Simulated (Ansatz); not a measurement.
Reaction (ligand exchange at the Si–C bond): `F[SiH2]C[SiH3]` + CH₃OH → `CO[SiH3]` + `C[SiH2]F`

Calculated with Ansatz (gas phase, PBE0-D4/def2-TZVP geometries, no zero-point term in ΔE). CCSD(T)/CBS is the MP2 limit (def2-TZVPP, def2-QZVPP) plus CCSD(T) − MP2 in def2-TZVPP, frozen cores. This one scheme is used for every species. DFT in def2-TZVPP. Each species was taken in one conformer, which may not be the lowest.

(1) Is it downhill or uphill in electronic energy at CCSD(T)/CBS, and by how much? (An estimate is asked.)

(2) What do these levels give: ωB97X-V, ωB97M-V, MP2/def2-TZVPP, CCSD/def2-TZVPP, HF/def2-QZVPP, MP2/def2-QZVPP? (An estimate is asked.)

Largest T1 diagnostic among the species: 0.011.

Results:

(1) The calculation gave: Downhill: ΔE = -20.2 kcal/mol.

(2) Ansatz gave: ωB97X-V -20.5, ωB97M-V -20.3, MP2/def2-TZVPP -20.8, CCSD/def2-TZVPP -20.8, HF/def2-QZVPP -24.9, MP2/def2-QZVPP -20.8 kcal/mol.

In def2-TZVPP, CCSD(T) changes the Hartree–Fock value by +4.3 kcal/mol (the triples alone add +0.5 kcal/mol) and MP2 by +3.8 kcal/mol. The D4 term adds +1.0 kcal/mol with B3LYP and +0.6 kcal/mol with PBE0; it sums over pairs of atoms, weighted by their polarisabilities, and B3LYP, whose exchange is more repulsive, gets the larger term.

B3LYP here is the variant with VWN-RPA as its local correlation; programs differ in this.
